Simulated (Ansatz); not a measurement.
MgSi3. Total charge 0; quintet. Geometry r2SCAN-D4/def2-TZVP; atoms count from 1.

```tsv
atom	x (Å)	y (Å)	z (Å)
Mg1	-0.396	0.121	2.376
Si2	0.191	-1.088	0.095
Si3	-0.158	1.045	-0.256
Si4	0.362	-0.078	-2.215
```

At PBE0-D4/def2-TZVP a singlet of charge 0 lies 2.36 eV below the quintet, each at its own geometry. The structure comes from a short search, and lower isomers may exist.

Estimate the Mulliken populations from the PBE0/def2-TZVP orbitals of Ansatz.


```tsv
atom	charge (e)	spin (α − β)
Mg1	0.24	0.96
Si2	-0.09	1.18
Si3	-0.03	0.61
Si4	-0.13	1.25
```
Mulliken values depend strongly on the basis.

Where does the spin sit?

Summed by element: Mg 0.96, Si 3.04, of 4 unpaired in all. Largest on single atoms: Si4 1.25, Si2 1.18, Mg1 0.96.

And the Mayer bond orders between heavy atoms (over 0.3)?

Mg1–Si2 0.63 (2.65 Å); Mg1–Si3 0.41 (2.80 Å); Si2–Si3 1.49 (2.19 Å); Si2–Si4 0.81 (2.53 Å); Si3–Si4 1.16 (2.32 Å).
